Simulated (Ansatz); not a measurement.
Born–Oppenheimer molecular dynamics of H6O2SiZn (10 atoms, charge 0, multiplicity 1). It starts at the highest image of a converged band. Of that band: Beside the main top the profile has a ripple of under 15 meV (maxima at images 3, 7), which may be a very shallow well or noise. A vibrational analysis at the climbing image gives one clearly imaginary mode, 728i cm⁻¹: a first-order saddle point.

These are results of Ansatz, RKS LDA/def2-SVP, not measurements.

| Property | Result |
| --- | --- |
| ensemble | NVE (velocity Verlet) |
| time step | 0.5 fs |
| steps asked | 200 |
| starting velocities drawn for | 100 K |
| seed | 4602 |

First frame:

```xyz
10
Properties=species:S:1:pos:R:3
Zn -0.365 0.087 -0.987
O -1.061 -1.451 -0.170
O -0.645 0.982 -2.483
H -0.443 -1.196 0.899
Si 0.812 -0.072 1.479
H -2.019 -1.660 -0.168
H -0.050 1.748 -2.575
H 2.296 -0.337 1.613
H 0.533 1.165 2.307
H 0.941 0.734 0.085
```

**Question.** How far do the bonds stretch over the last three quarters of this one trajectory? (Pairs bonded in most of those frames.)

**Answer.** 
| bond | mean (Å) | spread (Å) | shortest | longest |
| --- | --- | --- | --- | --- |
| Zn1–O2 | 1.773 | 0.032 | 1.73 | 1.82 |
| Zn1–O3 | 1.760 | 0.024 | 1.70 | 1.80 |
| O2–H6 | 0.979 | 0.012 | 0.96 | 1.00 |
| O3–H7 | 0.975 | 0.016 | 0.95 | 1.00 |
| H4–Si5 | 1.496 | 0.010 | 1.47 | 1.51 |
| Si5–H8 | 1.507 | 0.019 | 1.48 | 1.54 |
| Si5–H9 | 1.506 | 0.011 | 1.49 | 1.52 |
| Si5–H10 | 1.538 | 0.008 | 1.52 | 1.55 |

Mean temperature of the second half: 395 K. The conserved energy stayed within 0.067 meV per atom of its start (net change 0.048 meV per atom), so the integration is sound. The system heated up, since it started high on the potential surface and ran downhill. A run of 0.1 ps of so small a system gives no equilibrium averages. The orbitals stay closed-shell, which can raise the energy where a bond breaks towards radicals; this wasn't checked here.

The run took 90 s on 2 threads of AMD EPYC 9R45 96-Core Processor (Zen 5), on a shared host, peak memory 0.16 GiB.
